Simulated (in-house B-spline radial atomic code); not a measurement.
How numerical settings move a run on the chlorine ion Cl³⁺, [Ne] 3s2 3p2. Computed with an all-electron radial atomic-structure program (B-spline basis): non-relativistic PW91, spin-polarised, spherical fractional occupations, point nucleus.

Command:
```bash
python run_scf.py task.json out
```
Settings of the sound reference run:
```
Z                17
electrons        14
configuration    [Ne] 3s2 3p2
hamiltonian      nr
method           pw91,pw91
spin_polarised   True
knot_spacing     0.22
spline_order     8
gauss_points     12
box_radius       16.22
max_iterations   70
damping          0.5
damped_steps     3
diis_vectors     10
tolerance        1e-08
start            Thomas-Fermi
```

Cost of the run: 0.19 s on 1 thread of Arm Neoverse V1, with other jobs on the host.

It converges in 9 iterations to -457.333130 hartree, with 3p up at -46.4193 eV. The other runs change the listed settings, some to values that make no sense; their results aren't properties of the atom or ion. Radii are in bohr (the nuclear one in fm), a minus after a letter asks for a j subshell, and «unchanged» means within 1e-8 hartree. The run stops when the residual is below 10 × tolerance × max(1, Z/10), or a noise floor if that is larger, and the energy moves by less than 1e-8 × √|E| hartree; so very loose and very tight tolerances often act alike.

```tsv
changed settings	outcome
spline_order = 7, max_iterations = 50, damping = 0	converged in 9 iterations, energy -1.08e-06 hartree from the reference, 3p up level +6.1e-05 eV
knot_spacing = 0.4, max_iterations = 3, damping = 0.95	not converged after 3 iterations, last residual 2.2e-01, last energy +1.97e-01 hartree from the reference
diis_vectors = 2	converged in 10 iterations, energy unchanged, 3p up level +3.1e-06 eV
knot_spacing = 0.4	converged in 9 iterations, energy +5.06e-05 hartree from the reference, 3p up level +2.8e-04 eV
gauss_points = 8, max_iterations = 100, start = bare nucleus	converged in 9 iterations, energy unchanged, 3p up level +9.2e-07 eV
knot_spacing = 0.75	converged in 9 iterations, energy +1.45e-01 hartree from the reference, 3p up level -9.3e-03 eV
knot_spacing = 0.1	converged in 9 iterations, energy -3.12e-06 hartree from the reference, 3p up level +8.8e-06 eV
knot_spacing = 0.3	converged in 9 iterations, energy +7.56e-06 hartree from the reference, 3p up level -3.7e-05 eV
diis_vectors = 1	converged in 18 iterations, energy unchanged, 3p up level +1.1e-06 eV
spline_order = 10, max_iterations = 75, tolerance = 0.0001	converged in 7 iterations, energy -1.02e-06 hartree from the reference, 3p up level +5.2e-04 eV
knot_spacing = 1	converged in 9 iterations, energy +7.72e-01 hartree from the reference, 3p up level -8.0e-02 eV (the program warns: 2s up reaches the box edge; 2s down reaches the box edge)
diis_vectors = 0	converged in 20 iterations, energy unchanged
knot_spacing = 2, first_knot = 0.000588, max_iterations = 75, damping = 0.95, diis_vectors = 1	converged in 20 iterations, energy +3.46e+00 hartree from the reference, 3p up level -5.2e-01 eV (the program warns: 1s up reaches the box edge; 1s down reaches the box edge)
electrons = 15, configuration = [Ne] 3s2 3p2 4p-1, max_iterations = 100	stopped with error: j subshells need the Dirac Hamiltonian and l > 0
```

Problem. What happens with knot_spacing = 0.55?

Solution. Converged in 11 iterations, energy +2.94e-03 hartree from the reference, 3p up level -2.1e-03 eV.

Problem. What happens with knot_spacing = 2?

Solution. Converged in 9 iterations, energy +2.19e+01 hartree from the reference, 3p up level -1.5e+00 eV (the program warns: 1s up reaches the box edge; 1s down reaches the box edge).

Problem. What happens with hamiltonian = dirac, method = hf, nucleus = fermi, rms_radius = 3.3654, mass_number = 35, atomic_mass = 34.96885, speed_of_light = 137.036?

Solution. Stopped with error: spin polarisation is not served with the Dirac Hamiltonian.

Problem. What happens with knot_spacing = 1.4?

Solution. Converged in 9 iterations, energy +8.34e+00 hartree from the reference, 3p up level -6.1e-01 eV (the program warns: 1s up reaches the box edge; 1s down reaches the box edge).
